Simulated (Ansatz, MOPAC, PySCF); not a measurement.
Noncovalent pair: HF (SMILES F) (first 2 atoms) with C4H6 (SMILES C=CC=C); geometry from B3LYP-D3(BJ)/def2-TZVP, rigid monomers moved along the line of their centres of mass till H2···C3 is 3.71 Å.
(charge 0, multiplicity 1):
```json
[
 {"atom": "F", "x (Å)": "0.5360", "y (Å)": "0.0197", "z (Å)": "0.2479"},
 {"atom": "H", "x (Å)": "0.6546", "y (Å)": "0.2495", "z (Å)": "1.1478"},
 {"atom": "C", "x (Å)": "0.7938", "y (Å)": "1.2602", "z (Å)": "4.7128"},
 {"atom": "C", "x (Å)": "0.3464", "y (Å)": "0.0683", "z (Å)": "5.1264"},
 {"atom": "C", "x (Å)": "-1.0461", "y (Å)": "-0.2336", "z (Å)": "5.4070"},
 {"atom": "C", "x (Å)": "-1.4739", "y (Å)": "-1.4278", "z (Å)": "5.8166"},
 {"atom": "H", "x (Å)": "0.1196", "y (Å)": "2.0971", "z (Å)": "4.5719"},
 {"atom": "H", "x (Å)": "1.8447", "y (Å)": "1.4387", "z (Å)": "4.5296"},
 {"atom": "H", "x (Å)": "1.0534", "y (Å)": "-0.7444", "z (Å)": "5.2687"},
 {"atom": "H", "x (Å)": "-1.7568", "y (Å)": "0.5752", "z (Å)": "5.2661"},
 {"atom": "H", "x (Å)": "-2.5193", "y (Å)": "-1.6181", "z (Å)": "6.0173"},
 {"atom": "H", "x (Å)": "-0.7871", "y (Å)": "-2.2536", "z (Å)": "5.9608"}
]
```

Monomers are frozen at their geometry in the pair; levels with a basis set take the counterpoise correction. Rows marked so take none.

Frozen-core correlation. Rows in 6-31G* carry no dispersion term and start afresh at each structure (6-31G* with six Cartesian d functions). MP2/6-31G* freezes PySCF's default core. The state that PM6, PM7 reach isn't checked; PM7 holds dispersion and hydrogen-bond terms.

Codes used: Ansatz (Gaussian orbitals); MOPAC for PM6, PM7 (differences of heats of formation); PySCF for 6-31G* rows, the dispersion terms. 

| level | interaction energy (kJ/mol) |
|---|---|
| PM6 | -1.3 |
| PM7 | -2.5 |
| HF/aug-cc-pVDZ | -4.3 |
| BP86/6-31G* (no counterpoise) | -3.6 |
| B3LYP-D4/def2-TZVPPD | -3.8 |
| PBE0-D3(BJ)/def2-TZVPPD | ___ |
| MP2/6-31G* | -3.7 |
| CCSD/aug-cc-pVDZ | -4.1 |
| CCSD(T)/aug-cc-pVDZ | -4.2 |

Task: Complete the blanks.

Result: 
- PBE0-D3(BJ)/def2-TZVPPD, interaction energy (kJ/mol): -4.9

Ansatz is a first-principles code.
